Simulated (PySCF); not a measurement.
SMILES Cc1ccccc1C (C₈H₁₀) at its GFN2-xTB optimised geometry (Å):

```
18

C     -1.4610    -2.0207    -0.0014
C     -0.6990    -0.7304     0.0000
C     -1.3754     0.4813     0.0011
C     -0.6913     1.6839     0.0016
C      0.6914     1.6839     0.0006
C      1.3755     0.4813     0.0000
C      0.6991    -0.7304     0.0000
C      1.4610    -2.0208     0.0006
H     -1.2114    -2.6157     0.8767
H     -1.2130    -2.6122    -0.8824
H     -2.5321    -1.8355    -0.0002
H     -2.4567     0.4826     0.0021
H     -1.2368     2.6163     0.0028
H      1.2369     2.6162     0.0002
H      2.4568     0.4826    -0.0008
H      1.2097    -2.6163    -0.8770
H      1.2143    -2.6120     0.8822
H      2.5321    -1.8357    -0.0027
```

Level of theory: CAM-B3LYP/def2-SVP run with PySCF. Cells within 0.4 Å of a nucleus heavier than hydrogen are left out (blank, or x).

Map of the electrostatic potential (hartree/e), clipped to [-0.08, 0.12] on the plane z = 0.0 Å:

```
|0000000000000000000000000|
|0000000000000000000000000|
|0000000000000000000000000|
|0000000112100012110000000|
|0000000269511159620000000|
|0000001499953599941000000|
|0000001499999999941000000|
|0000001399999999931000000|
|0000011399xx9xx9931100000|
|0000146999999999996410000|
|000149999x99999x999941000|
|00015999xx99999xx99951000|
|0001399999999999999931000|
|0001134799x999x9974311000|
|0001123599xx9xx9953211000|
|0001399999999999999931000|
|0001699999999999999961000|
|00015999xx99699xx99951000|
|0000269999963699999620000|
|0000012799721279972100000|
|0000000122110112210000000|
|0000000000000000000000000|
|0000000000000000000000000|
|0000000000000000000000000|
|0000000000000000000000000|
```
Scale: ten equal steps from 0.000 (start of '0') to 0.120 (end of '9'), in the order '0123456789'; x runs from -5.00 to 5.00, y from -5.00 (bottom) to 5.00 (top).
